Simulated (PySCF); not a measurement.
## CaI2: breathing scan

These are results of BP86/[Ca def2-TZVP, I def2-TZVP with ECP28], scalar-relativistic core potentials, density fitting, no spin–orbit coupling, PySCF, not measurements.

Rigid scan from the singlet minimum (Ca–I 2.831 Å (×2); I–Ca–I 180.0°). Coordinate: all bonds to the central atom scaled together. Energies in kJ/mol from the minimum.

```csv
scale of all bonds to the centre,E (kJ/mol)
0.88,113.2
0.92,44.1
0.96,9.7
1.00,0.0
1.04,7.5
1.08,26.8
1.14,69.6
1.22,139.6
1.35,258.7
```

Other isomers or separated fragments may lie lower.
